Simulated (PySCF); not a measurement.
PySCF 2.14 output of an unrestricted PBE calculation on a single atom or ion in aug-cc-pCVTZ-DK (7s6p4d2f, 59 functions), with scalar relativity by spin-free X2C-1e:

```
SCF conv_tol = 1e-09
number electrons alpha = 2  beta = 1
    J. P. Perdew, K. Burke, and M. Ernzerhof.,  Phys. Rev. Lett. 77, 3865 (1996)
    J. P. Perdew, K. Burke, and M. Ernzerhof.,  Phys. Rev. Lett. 78, 1396 (1997)
    J. P. Perdew, K. Burke, and M. Ernzerhof.,  Phys. Rev. Lett. 77, 3865 (1996)
    J. P. Perdew, K. Burke, and M. Ernzerhof.,  Phys. Rev. Lett. 78, 1396 (1997)
cycle= 1 E= -7.31629019647187  delta_E= -0.00145  |g|= 0.00829  |ddm|= 1.27
cycle= 2 E= -7.31630353298915  delta_E= -1.33e-05  |g|= 0.00199  |ddm|= 0.0623
cycle= 3 E= -7.31630433801821  delta_E= -8.05e-07  |g|= 5.58e-05  |ddm|= 0.0112
cycle= 4 E= -7.31630436000138  delta_E= -2.2e-08  |g|= 5.87e-06  |ddm|= 0.00149
cycle= 5 E= -7.31630436022424  delta_E= -2.23e-10  |g|= 1.58e-07  |ddm|= 0.000195
converged SCF energy = -7.31630436022424  <S^2> = 0.75000012  2S+1 = 2.0000001
```

The run itself started from symmetry-adapted Hartree-Fock orbitals and held the occupation by maximum overlap, on a logarithmic radial grid, so the iterations belong to that start.

Q: Which element, charge and spin multiplicity is this?

A: Li (lithium, neutral), multiplicity 2; the state was [He] 3d1, 2D determinant (an excited configuration).

The outer electron is Rydberg-like, and this basis confines it to a smaller radius and binds it less than a complete one would.
